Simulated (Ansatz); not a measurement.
`c1ccc(-c2ccc(-c3ccc(-c4ccc(-c5ccc(-c6ccc(-c7ccccc7)cc6)cc5)cc4)cc3)cc2)cc1`, 72 atoms. Hardware: 2 threads of AMD EPYC 7R13 on a shared host and a share (18 GiB) of an NVIDIA H100 80GB HBM3.

Correlated methods freeze 42 core orbitals. Single mean-field runs in def2-SVP, def2-mTZVP are fitted with def2-universal-jkfit.

Task: How many basis functions does each of these Ansatz runs have, and roughly what does it cost? B3LYP-D4/def2-SVP, charge 0 singlet, energy, from earlier orbitals; HF/STO-3G, charge 0 singlet, energy; PBE-D4/def2-SVP, charge 0 singlet, energy and forces, from earlier orbitals; r2SCAN-D4/def2-mTZVP, charge 0 singlet, energy, from earlier orbitals; PBE0-D4/def2-SVP, charge 0 singlet, energy and forces, from earlier orbitals; PBE-D4/def2-SVP, charge -1 doublet at the geometry of the charge 0 singlet, energy, from earlier orbitals; PBE0-D4/def2-SVP, charge 1 doublet at the geometry of the charge 0 singlet, energy; PBE-QIDH/def2-SVP, charge 1 doublet at the geometry of the charge 0 singlet, energy, from earlier orbitals; PBE-D4/def2-SVP, charge 1 doublet at the geometry of the charge 0 singlet, energy, from earlier orbitals; PBE-D4/def2-SVP, charge 0 singlet, relaxation, 13 steps; PBE0-D4/def2-SVP, charge 0 triplet at the geometry of the charge 0 singlet, energy; PBE-QIDH/def2-SVP, charge 0 singlet, energy, from earlier orbitals.

Result: Other jobs shared the machine, so times can vary by a factor of up to 3.

```tsv
run	functions	fitting or Cholesky vectors	wall time	peak host memory (GiB)
HF/STO-3G, charge 0 singlet, energy	240	3452	7 s	0.91
PBE-D4/def2-SVP, charge 0 singlet, energy and forces, from earlier orbitals	738	3690	12 s	1.2
PBE0-D4/def2-SVP, charge 0 singlet, energy and forces, from earlier orbitals	738	3690	13 s	1.8
B3LYP-D4/def2-SVP, charge 0 singlet, energy, from earlier orbitals	738	3690	13 s	1.1
r2SCAN-D4/def2-mTZVP, charge 0 singlet, energy, from earlier orbitals	888	3690	14 s	1.3
PBE-QIDH/def2-SVP, charge 0 singlet, energy, from earlier orbitals	738	3690	18 s	3.6
PBE0-D4/def2-SVP, charge 0 triplet at the geometry of the charge 0 singlet, energy	738	3690	28 s	1.5
PBE-D4/def2-SVP, charge -1 doublet at the geometry of the charge 0 singlet, energy, from earlier orbitals	738	3690	46 s	1.3
PBE0-D4/def2-SVP, charge 1 doublet at the geometry of the charge 0 singlet, energy	738	3690	48 s	1.4
PBE-D4/def2-SVP, charge 1 doublet at the geometry of the charge 0 singlet, energy, from earlier orbitals	738	3690	62 s	1.3
PBE-QIDH/def2-SVP, charge 1 doublet at the geometry of the charge 0 singlet, energy, from earlier orbitals	738	3690	73 s	3.8
PBE-D4/def2-SVP, charge 0 singlet, relaxation, 13 steps	738	3690	88 s	1.2
```
